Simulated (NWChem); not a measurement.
All runs are NWChem calculations. System: C4H7O, charge 0, spin multiplicity 2, at a geometry optimised with UB3LYP/def2-SVP. The structure started from a generated list of species. Its SCF solution wasn't tested for a lower state. Level: G0W0@UPBE0/def2-TZVP, RI basis def2-tzvp-rifit.

NWChem printed:

```
             Northwest Computational Chemistry Package (NWChem) 7.3.0
             --------------------------------------------------------

                                NWChem Input Module
                                -------------------

 Scaling coordinates for geometry "geometry" by  1.889725989
 (inverse scale =  0.529177249)

                             Geometry "geometry" -> ""
                             -------------------------

 Output coordinates in angstroms (scale by  1.889725989 to convert to a.u.)

  No.       Tag          Charge          X              Y              Z
 ---- ---------------- ---------- -------------- -------------- --------------
    1 C                    6.0000     1.89783000     0.17985100     0.45033600
    2 C                    6.0000     0.58811100     0.00853500    -0.13704200
    3 O                    8.0000     0.46660900    -0.20503000    -1.34432600
    4 C                    6.0000    -0.62723000     0.09857000     0.78516700
    5 C                    6.0000    -1.95331100    -0.09344200     0.05967900
    6 H                    1.0000     2.03636700     0.37006900     1.51809200
    7 H                    1.0000     2.77233200     0.11125000    -0.20120800
    8 H                    1.0000    -0.50039500    -0.65025100     1.58875400
    9 H                    1.0000    -0.59297300     1.07760400     1.29852600
   10 H                    1.0000    -2.80111100     0.02664400     0.75153700
   11 H                    1.0000    -2.06503100     0.63747200    -0.75514600
   12 H                    1.0000    -2.01446100    -1.09364000    -0.39479000

 Effective nuclear repulsion energy (a.u.)     167.2776951787

            Nuclear Dipole moment (a.u.)
            ----------------------------
        X                 Y               Z
 ---------------- ---------------- ----------------
     0.0000000000    -0.0000151178    -0.0000056692


 Summary of "ao basis" -> "" (spherical)
 ------------------------------------------------------------------------------
       Tag                 Description            Shells   Functions and Types
 ---------------- ------------------------------  ------  ---------------------
 *                         def2-tzvp                  on all atoms

 new library libraries.bse/

 Summary of "ri basis" -> "" (spherical)
 ------------------------------------------------------------------------------
       Tag                 Description            Shells   Functions and Types
[...]
      <S2> =      0.7554 (Exact =     0.7500)

 center of mass
 --------------
 x =   0.08346558 y =  -0.01261696 z =  -0.10024897

 moments of inertia (a.u.)
 ------------------
         183.394773000492         -20.240500170097          23.779364088475
         -20.240500170097         631.229109181553         -25.304685544353
          23.779364088475         -25.304685544353         480.989792170111

     Multipole analysis of the density
     ---------------------------------

     L   x y z        total         alpha         beta         nuclear
     -   - - -        -----         -----         ----         -------
     0   0 0 0      0.000000    -20.000000    -19.000000     39.000000

     1   1 0 0     -0.700881     -0.782249      0.081367      0.000000
     1   0 1 0      0.045463      0.151146     -0.105667     -0.000015
     1   0 0 1      0.505973      1.128369     -0.622390     -0.000006

     2   2 0 0    -23.175216   -154.508587   -151.794519    283.127890
     2   1 1 0     -0.057737     -6.352513     -6.551667     12.846443
     2   1 0 1     -0.483362      5.623198      3.928077    -10.034637
     2   0 2 0    -24.391513    -19.495310    -19.101939     14.205736
     2   0 1 1      0.184059     -7.479001     -6.588644     14.251703
     2   0 0 2    -23.268609    -63.438965    -57.511822     97.682178

 Task  times  cpu:      180.5s     wall:      180.5s

                                NWChem Input Module
                                -------------------

                                 NWChem GW Module
                                 ----------------

                             ***********************
                             ***        GW       ***
                             ***********************

 Summary of "ri basis" -> "ri basis" (spherical)
 ------------------------------------------------------------------------------
       Tag                 Description            Shells   Functions and Types
 ---------------- ------------------------------  ------  ---------------------
 C                      def2-tzvp-rifit             22       76   8s6p4d3f1g
 O                      def2-tzvp-rifit             22       76   8s6p4d3f1g
 H                      def2-tzvp-rifit              7       15   4s2p1d

                 Memory Information
                 ------------------
          Available GA per process is          1699.4 MBs
          Available stack per process is        700.0 MBs
          Available heap per process is           0.9 MBs

          Peak memory in Initialization
              Peak GA per process is                 33.7 MBs
              Peak stack per process is               0.5 MBs
              Peak heap per process is               33.9 MBs
              Memory not in MA per process            0.0 MBs

          Peak memory in CDGW Calculation
              Peak GA per process is                 37.2 MBs
              Peak stack per process is               3.6 MBs
              Peak heap per process is                5.7 MBs
              Memory not in MA per process            0.1 MBs

          Computing 2-center integrals
          Computing Inverse Cholesky factor
          Computing 3-center integrals
          Computing Vxc

          Computing Sigma_x
          Computing W(iw) on the imaginary grid
          Solving quasiparticle equations

                  Alpha Orbitals
          State     Energy (eV)     Error (eV)
          -----------------------------------
@GW        17        -13.055           0.001
@GW        18        -12.849           0.002
@GW        19        -11.587           0.002
@GW        20         -8.017           0.002
@GW        21          2.508           0.002
@GW        22          2.662           0.003

                   Beta Orbitals
          State     Energy (eV)     Error (eV)
          -----------------------------------
@GW        16        -13.118           0.002
@GW        17        -12.562           0.002
@GW        18        -12.737           0.002
@GW        19         -7.830           0.002
@GW        20         -2.891           0.005
@GW        21          2.635           0.004

     GW Timing Statistics
   ------------------------
   Init.   :          0.1s
     ERIs  :          2.8s
     Distr.:          0.1s
     Vxc   :          7.2s
   Vmo     :          0.0s
   iW      :          8.8s
   I_n     :          0.0s
   R_n     :          2.8s
   GW total:         21.7s

 Task  times  cpu:       21.7s     wall:       21.7s

 Total times  cpu:      202.2s     wall:      202.2s
```

Question: Write an NWChem input that would produce this output.

Answer: One answer among several that fit: 
```
start mol
memory heap 200 mb stack 700 mb global 1700 mb
geometry units angstroms nocenter noautoz noautosym
  C      1.897830     0.179851     0.450336
  C      0.588111     0.008535    -0.137042
  O      0.466609    -0.205030    -1.344326
  C     -0.627230     0.098570     0.785167
  C     -1.953311    -0.093442     0.059679
  H      2.036367     0.370069     1.518092
  H      2.772332     0.111250    -0.201208
  H     -0.500395    -0.650251     1.588754
  H     -0.592973     1.077604     1.298526
  H     -2.801111     0.026644     0.751537
  H     -2.065031     0.637472    -0.755146
  H     -2.014461    -1.093640    -0.394790
end
basis spherical
  * library def2-tzvp
end
basis "ri basis" bse spherical
  * library def2-tzvp-rifit
end
dft
  xc pbe0
  odft
  mult 2
  iterations 100
  direct
  tolerances tight
end
task dft energy
gw
  method cdgw
  states alpha occ 4 vir 2
  states beta occ 4 vir 2
end
task dft gw
```
